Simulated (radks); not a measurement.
Task: The sulfur ion S3+, 13 electrons, occupied as [Ne] 3s2 6f1 (not the ground configuration). Method: scalar-relativistic Kohn-Sham, BLYP, spin-unpolarised, spherical densities, finite nucleus; Fermi nuclear charge, rms radius 3.2611 fm; computed with a radial shooting solver on a logarithmic mesh with Libxc functionals. Some entries of the table are withheld. Estimate them.

orbital,occ.,eigenvalue (hartree),<r^2> (bohr^2),r(max) (bohr)
1s,2,-90.63517,0.01263,0.06329
2s,2,-9.84011,0.2710,0.3874
2p,6,(1),0.2411,(2)
3s,2,-2.30663,2.456,1.304
6f,1,-0.21355,138.8,11.93

Result: 
(1) 2p eigenvalue (hartree): -7.82927
(2) 2p r(max) (bohr): 0.3242
